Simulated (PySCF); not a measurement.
Species: CH6AlFGe.
Z-matrix (Å and degrees, PBE0-D3(BJ)/def2-SVP geometry), rows numbered from 1:
```
F 
Al  1  1.6699
C   2  1.9421  1  118.88
Ge  3  1.9554  2  114.73  1  -179.39
H   2  1.5807  1  115.44  3   179.95
H   3  1.1047  2  109.41  1   -56.84
H   3  1.1049  2  109.21  1    58.45
H   4  1.5420  3  109.89  2    59.37
H   4  1.5420  3  109.83  2   -59.48
H   4  1.5413  3  111.40  2   179.91
```

Level of theory: PySCF 2.14.0, PBE0-D3(BJ)/def2-SVP geometry optimisation, gas phase.

Take the most abundant isotopes and a rigid rotor. The values belong to one conformer with, in the numbering `[F:1][AlH:2][CH2:3][GeH3:4]`, F1–Al2–C3–Ge4 -179°.

Task: What are A, B and C (GHz)?

Result: Ia = 29.43, Ib = 479.24, Ic = 499.25 u·Å²; 505379 MHz·u·Å²/I gives 17175, 1055 and 1012 MHz, that is A = 17.175, B = 1.0545, C = 1.0123 GHz.

Task: Classify the top.

Result: A near-prolate asymmetric top. Ray's parameter κ = (2B − A − C)/(A − C) = -0.995; −1 is the prolate and +1 the oblate limit.

Task: Is it planar, by Δ = Ic − Ia − Ib?

Result: Not planar: Δ = Ic − Ia − Ib = -9.42 u·Å². For a rigid frame Δ = −2 Σ m c², so Σ m c² = 4.71 u·Å² lies off the ab plane, practically all of it from hydrogen. The atom farthest from that plane is 1.25 Å away.

Task: Where do the levels up to J = 2 lie, in MHz?

Result: Above 0(0,0):
J = 1: 1(0,1) 2067, 1(1,1) 18187, 1(1,0) 18229
J = 2: 2(0,2) 6200, 2(1,2) 22278, 2(1,1) 22405, 2(2,1) 70765, 2(2,0) 70765
Those of J = 1 are B + C, A + C and A + B.

Task: Which lines would a microwave search look for?

Result: The dipole components are |μa| = 1.20 D, |μb| = 0.46 D, |μc| = 0.00 D; the mirror of this Cs structure is the ab plane, so μc vanishes by symmetry (the 0.01 D computed is a residue) and there are no c-type lines. The squared components, which scale the intensities, stand as 1.00 : 0.15 (a : b). Some lines, for components of 0.1 D or more:

```csv
type,branch,"J(Ka,Kc)",MHz,lower level (cm⁻¹)
a,R,"1(0,1) ← 0(0,0)",2067,0.000
a,R,"2(1,2) ← 1(1,1)",4091,0.607
a,R,"2(0,2) ← 1(0,1)",4134,0.069
a,R,"2(1,1) ← 1(1,0)",4176,0.608
a,R,"3(1,3) ← 2(1,2)",6137,0.743
a,R,"3(0,3) ← 2(0,2)",6200,0.207
b,Q,"1(1,0) ← 1(0,1)",16162,0.069
b,Q,"4(1,3) ← 4(0,4)",16354,0.689
b,R,"1(1,1) ← 0(0,0)",18187,0.000
b,Q,"3(2,1) ← 3(1,2)",48297,0.956
b,Q,"2(2,0) ← 2(1,1)",48360,0.747
b,R,"2(2,1) ← 1(1,0)",52536,0.608
b,R,"2(2,0) ← 1(1,1)",52578,0.607
b,R,"3(2,1) ← 2(1,2)",54688,0.743
b,Q,"4(4,0) ← 4(3,1)",112988,5.535
b,R,"4(4,0) ← 3(3,1)",121256,5.259
```

Task: Estimate the classical rotational partition function at 25 K, 100 K and 500 K.

Result: Point group Cs, symmetry number σ = 1; q = (√π/σ)·√((kT/h)³/(ABC)), k/h = 20836.6 MHz/K: 4920 at 25 K, 39400 at 100 K, 440000 at 500 K.

Not checked by PBE0-D3(BJ)/def2-SVP frequencies. These are rigid-rotor constants of the computed structure; measured ground-state constants (B0) also hold zero-point vibration. A rigid rotor knows nothing of internal rotation, which can split or shift real lines. Quadrupole hyperfine structure (27Al) is left out.
